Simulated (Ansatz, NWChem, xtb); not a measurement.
Ligand exchange: CHBrClF + BCl2F → CHClF2 + BBrCl2

Species: CHBrClF (bromochlorofluoromethane) `FC(Cl)Br`, singlet; BCl2F (dichlorofluoroborane) `FB(Cl)Cl`, singlet; CHClF2 (difluorochloromethane) `FC(F)Cl`, singlet; BBrCl2 (bromodichloroborane) `ClB(Cl)Br`, singlet. The partners trade Br for F: C–Br and B–F bonds give way to C–F and B–Br.

Shapes, held fixed at every level: PBE0-D4/def2-TZVP. Programs: Ansatz 0.2.0, NWChem 7.3.0, xtb 6.7.1. The zero-point and thermal change to 298 K, harmonic and unscaled (PBE0-D4/def2-TZVP), is +0.8 kJ/mol.

**The experiment to reproduce.** Tabulated heats of formation (Active Thermochemical Tables, NIST-JANAF tables): CHBrClF -231.8 (ATcT); BCl2F -644.3 (JANAF); CHClF2 -482.8 (ATcT); BBrCl2 -336.8 (JANAF) kJ/mol, which give ΔH(298 K) = +56.5 kJ/mol.

```csv
level,kind,ΔH (kJ/mol),computed − measured
GFN2-xTB,semi-empirical,+9.2,-47.4
r2SCAN-D4/def2-TZVPP,meta-GGA,+47.0,-9.5
B3LYP/6-31G* (Cartesian functions),global hybrid,+52.2,-4.3
BHLYP-D4/def2-TZVPP,global hybrid,+49.7,-6.8
r2SCAN0-D4/def2-TZVPP,global hybrid,+45.3,-11.3
CCSD(T)/def2-SVP,coupled cluster or CI,+35.9,-20.6
CCSD/def2-TZVPP,coupled cluster or CI,+49.7,-6.8
CCSD(T)/def2-TZVPP,coupled cluster or CI,+49.2,-7.3
```

Nearest: B3LYP/6-31G* (Cartesian functions) (-4.3); farthest: GFN2-xTB (-47.4). 5 of 8 levels lie within 10 kJ/mol. The tabulated values of BCl2F, BBrCl2 are in doubt (older tables, estimates, or at odds with other calculations) and kept here. Relativity is left out for Br. Outer-core shells of Br are correlated, in sets that cover them unevenly.
